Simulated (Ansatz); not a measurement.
`Cl[SiH2]S[SiH2]Cl` + `[OH][GeH3]` → `Cl[SiH2][O][GeH3]` + `S[SiH2]Cl`  (ligand exchange at the Si–S bond)

Computed with Ansatz on PBE0-D4/def2-TZVP structures; ΔE is electronic, products minus reactants. CCSD(T)/CBS is the MP2 limit (def2-TZVPP, def2-QZVPP) plus CCSD(T) − MP2 in def2-TZVPP, frozen cores. For Ge outer-core shells are correlated without core-valence functions, which leaves a few kJ/mol of doubt a bond. Scalar relativity is left out up to krypton. Each species was taken in one conformer, which may not be the lowest.

```csv
species,CCSD(T)/CBS(def2) energy (Eh)
`Cl[SiH2]S[SiH2]Cl`,-1898.04965
`[OH][GeH3]`,-2153.69723
`Cl[SiH2][O][GeH3]`,-2903.25837
`S[SiH2]Cl`,-1148.50980
```

Problem. Work out ΔE.

Solution. ΔE = (-2903.25837) + (-1148.50980) − (-1898.04965) − (-2153.69723) = -0.02129 Eh = -0.58 eV.

Largest T1 diagnostic among the species: 0.011.

From PBE to PBE0 (25 % exact exchange), in def2-TZVPP and without D4, ΔE moves by −0.05 eV. In def2-TZVPP, CCSD(T) changes the Hartree–Fock value by +0.23 eV (the triples alone add +0.05 eV) and MP2 by +0.29 eV. The D4 term adds +0.09 eV with B3LYP and +0.05 eV with PBE0; it sums over pairs of atoms, weighted by their polarisabilities, and B3LYP, whose exchange is more repulsive, gets the larger term.

B3LYP here is the variant with VWN-RPA as its local correlation; programs differ in this.
